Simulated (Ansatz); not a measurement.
# Exact exchange and the HOMO–LUMO gap of BHOF2 (difluorohydroxyborane)

BHOF2: 5 atoms, total charge 0, spin state singlet. As SMILES, `OB(F)F`. The shape is that of a PBE0-D4/def2-TZVP optimisation.

The HOMO–LUMO gap y, in eV, basis def2-SVPD; a is the functional's share of exact exchange. Programs: Ansatz 0.2.0.

| functional | program | a | y (eV) |
| --- | --- | --- | --- |
| BLYP | Ansatz | 0 | 8.04 |
| PBE | Ansatz | 0 | 8.21 |
| B3LYP | Ansatz | 0.2 | 10.09 |
| PBE0 | Ansatz | 0.25 | 10.74 |
| r2SCAN0 | Ansatz | 0.25 | ? |
| BHLYP | Ansatz | 0.5 | 12.89 |

Task: Fit y = c + s·a to the known rows and predict r2SCAN0.

Result: 
1. Means of the 5 rows: a = 0.1900, y = 9.994.
2. Σ(Δa)² = 0.172, Σ(Δa·Δy) = 1.6537, so the slope is 1.6537/0.172 = 9.6145.
3. Intercept: 9.994 − (9.6145) × 0.1900 = 8.167. The largest residual of the fit is 0.17.
4. r2SCAN0: 8.167 + (9.6145) × 0.25 = 10.57 eV.

The run gave 11.54 eV, so the prediction is off by -0.97 eV, more than the largest residual. Exact exchange lowers occupied levels and raises empty ones. The rows mix families of semi-local functionals, which the line can't see.
